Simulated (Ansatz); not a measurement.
Geometry optimisation, RKS LDA/cc-pVDZ (Ansatz).

Input file:

```yaml
crystal:
  periodic: [false, false, false]
  atoms:
    - { symbol: Si, position_ang: [-0.1089, 1.4389, -0.7875] }
    - { symbol: H, position_ang: [-0.8559, -0.2566, -0.5281] }
    - { symbol: H, position_ang: [1.0735, 1.3415, -1.6173] }
    - { symbol: H, position_ang: [-0.4369, 2.3555, 0.2837] }
    - { symbol: Cl, position_ang: [-1.5279, 1.9797, -2.1981] }
    - { symbol: H, position_ang: [0.8531, -0.5016, 0.9446] }
    - { symbol: F, position_ang: [1.0874, 0.6308, 0.6007] }
    - { symbol: H, position_ang: [-0.6112, -1.0302, 0.0299] }
    - { symbol: "N", position_ang: [0.1679, -1.6469, 0.9297] }
    - { symbol: H, position_ang: [-0.3067, -1.8742, 1.7875] }
    - { symbol: H, position_ang: [0.6656, -2.437, 0.5549] }
basis:
  gaussian: { orbitals: cc-pVDZ }
hamiltonian:
  xc: lda
relax:
  f_tol: 0.15
  max_steps: 25
  restrain:
    - { distance: [0, 6], at: 2.98, k: 30.0 }
    - { distance: [5, 8], at: 2.32, k: 30.0 }
    - { distance: [7, 1], at: 1.92, k: 30.0 }
    - { distance: [0, 1], at: 1.42, k: 30.0 }
    - { distance: [5, 6], at: 0.88, k: 30.0 }
    - { distance: [7, 8], at: 1.02, k: 30.0 }
output:
  orbitals: {}
```

Launched with:

```bash
$ ansatz run input.yaml --threads 2 --pin off --max-ram 3072MiB --backend cpu --events-out ev --progress --plain --runs-dir out
```

Task: Where does it end, and by what steps?

Result: The forces met the threshold. The restraints hold the end off the free minimum. After 7 steps the energy has fallen by 0.280 eV (the restraints' own energy left out); N9 moved furthest, 0.70 Å. Parted: Si1–F7. Joined: Si1–H2, H6–F7, H8–N9.

| step | energy less start (eV) | largest force component (eV/Å) | accepted |
| --- | --- | --- | --- |
| 0 | 0.0000 | 3.301 | yes |
| 1 | -0.4711 | 3.848 | yes |
| 2 | 0.1895 | 7.567 | yes |
| 3 | -0.0045 | 2.913 | yes |
| 4 | -0.1427 | 1.371 | yes |
| 5 | -0.2132 | 1.198 | yes |
| 6 | -0.2712 | 1.465 | yes |
| 7 | -0.2801 | 1.425 | yes |

```xyz
11
Properties=species:S:1:pos:R:3
Si -0.338 1.527 -1.020
H -0.698 0.184 -0.589
H 1.013 1.526 -1.677
H -0.417 2.490 0.130
Cl -1.747 2.106 -2.443
H 1.004 -0.279 1.007
F 1.542 0.471 1.023
H -0.649 -1.545 0.246
N -0.219 -2.229 0.879
H -0.250 -1.869 1.842
H 0.760 -2.382 0.602
```

Whether the end is a true minimum wasn't checked by a vibrational analysis.

Time of the run: 13 s on 2 threads of Arm Neoverse V1, with other jobs on the host, peak memory 0.15 GiB.
